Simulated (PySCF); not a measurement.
Isomers of C2H11NOSi2.

All values: CAM-B3LYP/def2-SVPD (PySCF) at GFN2-xTB geometries, gas phase, one conformer each. Core orbitals are frozen in the response; Δα² is half the sum of the squared differences of the principal polarisabilities.

(1) Rank by HOMO energy, lowest first.
A. `[CH3:1][CH2:2][NH:3][SiH2:4][O:5][SiH3:6]` with C1–C2–N3–Si4 -84°, C2–N3–Si4–O5 178°, N3–Si4–O5–Si6 73°
B. `[CH3:1][O:2][C@H:3]([SiH3:4])[SiH2:5][NH2:6]` with C1–O2–C3–Si4 -87°, O2–C3–Si5–N6 -56°, C3–Si5–N6–H 178° and 42°
C. `[CH3:1][CH2:2][O:3][SiH2:4][SiH2:5][NH2:6]` with C1–C2–O3–Si4 75°, C2–O3–Si4–Si5 177°, O3–Si4–Si5–N6 -179°, Si4–Si5–N6–H -175° and 48°

Results:

(1) C (-8.64 eV), B (-8.37 eV), A (-8.21 eV).

All values together:

| SMILES | μ (D) | HOMO (eV) | LUMO (eV) | α (Å³) | Δα (Å³) |
| --- | --- | --- | --- | --- | --- |
| CCO[SiH2]N[SiH3] | 1.17 | -8.59 | 1.08 | 12.90 | 2.53 |
| CO[C@H]([SiH3])[SiH2]N | 1.12 | -8.37 | 1.08 | 13.49 | 2.88 |
| CCN[SiH2]O[SiH3] | 1.24 | -8.21 | 0.99 | 12.77 | 3.01 |
| CCO[SiH2][SiH2]N | 0.92 | -8.64 | 0.46 | 13.51 | 3.55 |

Conformers: `[CH3:1][CH2:2][O:3][SiH2:4][NH:5][SiH3:6]` with C1–C2–O3–Si4 -174°, C2–O3–Si4–N5 179°, O3–Si4–N5–Si6 -8°; `[CH3:1][O:2][C@H:3]([SiH3:4])[SiH2:5][NH2:6]` with C1–O2–C3–Si4 -87°, O2–C3–Si5–N6 -56°, C3–Si5–N6–H 178° and 42°; `[CH3:1][CH2:2][NH:3][SiH2:4][O:5][SiH3:6]` with C1–C2–N3–Si4 -84°, C2–N3–Si4–O5 178°, N3–Si4–O5–Si6 73°; `[CH3:1][CH2:2][O:3][SiH2:4][SiH2:5][NH2:6]` with C1–C2–O3–Si4 75°, C2–O3–Si4–Si5 177°, O3–Si4–Si5–N6 -179°, Si4–Si5–N6–H -175° and 48°.
